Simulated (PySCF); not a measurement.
CH6SSi. Atoms are numbered in the order given.

```xyz
9

Si    -0.4194     0.6198     0.2438
C     -1.8422    -0.5995     0.2370
S      1.4210    -0.2684    -0.4384
H     -0.6564     1.7314    -0.7230
H     -0.2453     1.1928     1.6142
H     -1.6531    -1.4276     0.9375
H     -2.7772    -0.1025     0.5416
H     -1.9813    -1.0243    -0.7683
H      1.5028    -1.1562     0.5774
```

Geometry: PBE0-D3(BJ)/def2-SVP. One conformer was computed; it need not be the lowest.

Computed with M06-2X/def2-TZVPD in PySCF.

Mulliken values depend strongly on the basis, most of all with diffuse functions as here. Atomic charges (e):

| atom | Mulliken | IAO |
|---|---|---|
| Si1 | 0.46 | 0.76 |
| C2 | -0.90 | -0.73 |
| S3 | -0.41 | -0.33 |
| H4 | -0.06 | -0.13 |
| H5 | -0.05 | -0.14 |
| H6 | 0.27 | 0.16 |
| H7 | 0.26 | 0.16 |
| H8 | 0.27 | 0.16 |
| H9 | 0.16 | 0.09 |
